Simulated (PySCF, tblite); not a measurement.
Isomers of C5H8ClNSi, one GFN2-xTB conformer each. Single-point energies are computed at PBE0/pcSseg-1 (PySCF, gas phase, no added dispersion term), electronic only.

```
                   SMILES  GFN2-xTB relative energy (kcal/mol)
[H]/N=C/C(=C\C=C)[SiH2]Cl                                  5.2
       C=CC[Si@H](Cl)CC#N                                  0.0
```

Conformers: `[H]/[N:6]=[CH:5]/[C:4](=[CH:3]\[CH:2]=[CH2:1])[SiH2:7][Cl:8]` with C1–C2–C3–C4 -179°, C3–C4–C5–N6 180°, C3–C4–Si7–Cl8 0°; `[CH2:1]=[CH:2][CH2:3][Si@H:4]([Cl:5])[CH2:6][C:7]#[N:8]` with C1–C2–C3–Si4 99°, C2–C3–Si4–Cl5 60°, C3–Si4–C6–C7 -57°.

Q: What does PBE0/pcSseg-1 give for the same structures?

A: 
```
                   SMILES  PBE0/pcSseg-1 E (Eh)  PBE0/pcSseg-1 (kcal/mol)  GFN2-xTB (kcal/mol)  point group
       C=CC[Si@H](Cl)CC#N            -999.18433                       0.0                  0.0           C1
[H]/N=C/C(=C\C=C)[SiH2]Cl            -999.15365                      19.2                  5.2            –
```

Both levels put the same isomer lowest. As drawn, the lower has a C≡N group, which the higher lacks; the higher has a C=N bond and an N–H bond, which the lower lacks.

Q: Which frontier levels, dipoles and rotational constants go with these structures?

A: 
```csv
SMILES,"HOMO (eV, PBE0/pcSseg-1)",LUMO (eV),dipole (D),"A, B, C (MHz)"
C=CC[Si@H](Cl)CC#N,-7.62,-0.27,2.54,"1695, 1061, 763.5"
[H]/N=C/C(=C\C=C)[SiH2]Cl,-7.15,-2.10,4.01,"1602, 996.7, 618.9"
```

Q: What happens when harmonic zero-point energies from GFN2-xTB frequencies are added?

A: 
```json
{"SMILES": "C=CC[Si@H](Cl)CC#N", "ZPE (kcal/mol)": "72.0", "electronic (kcal/mol)": "0.0", "with ZPE (kcal/mol)": "0.0"}
{"SMILES": "[H]/N=C/C(=C\\C=C)[SiH2]Cl", "ZPE (kcal/mol)": "70.6", "electronic (kcal/mol)": "19.2", "with ZPE (kcal/mol)": "17.9"}
```

The zero-point energies span 1.4 kcal/mol. The order is unchanged.

Q: As an exercise, what shares would exp(−E/RT) give at 2000 K from these electronic energies alone (no entropy, no degeneracies)?

A: RT = 3.974 kcal/mol: C=CC[Si@H](Cl)CC#N 99.2 %, [H]/N=C/C(=C\C=C)[SiH2]Cl 0.8 %.
